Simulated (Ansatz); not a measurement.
Total energies of `C#Cc1ccc(C#Cc2ccc(C#Cc3ccc(C#Cc4ccc(C#Cc5ccc(C#Cc6ccc(C#Cc7ccccc7)cc6)cc5)cc4)cc3)cc2)cc1` from Ansatz at PBE-D4/def2-SVP, gas phase (1 Eh = 27.2114 eV = 2625.5 kJ/mol). The reference geometry is relaxed at PBE-D4/def2-SVP.

```tsv
state	geometry	energy (Eh)
charge 0 singlet	reference	-2147.54940
charge 1 doublet	reference	-2147.33165
charge -1 doublet	reference	-2147.63287
free C atom (triplet)	–	-37.75124
free H atom (doublet)	–	-0.49863
```

Single mean-field runs in def2-SVP are fitted with def2-universal-jkfit.

Question: Work out the vertical ionisation energy to the doublet.

Answer: E(charge 1 doublet) − E(charge 0 singlet) = -2147.33165 − (-2147.54940) = 0.21775 Eh = 5.93 eV. For comparison, −ε of the highest occupied level is 4.93 eV at this level, 1.00 eV less.

Question: Work out the vertical electron affinity, to the doublet.

Answer: E(charge 0 singlet) − E(charge -1 doublet) = -2147.54940 − (-2147.63287) = 0.08347 Eh = 2.27 eV. The basis lacks diffuse functions, which makes affinities too small.

Question: Give the fundamental gap IE − EA, the Mulliken electronegativity (IE + EA)/2 and the hardness (IE − EA)/2.

Answer: From the values in Eh: IE − EA = 0.21775 − 0.08347 = 0.13428 Eh = 3.65 eV; (IE + EA)/2 = 4.10 eV; (IE − EA)/2 = 1.83 eV. The HOMO–LUMO gap of the same run is 1.77 eV, 1.88 eV smaller than the fundamental gap.

Question: What is the binding energy per atom against free atoms?

Answer: Atoms: 56 × (-37.75124) + 30 × (-0.49863) = -2129.02834 Eh. Binding: -2129.02834 − (-2147.54940) = 18.52106 Eh = 503.98 eV, or 5.86 eV for each of 86 atoms (no zero-point energy, no counterpoise term).
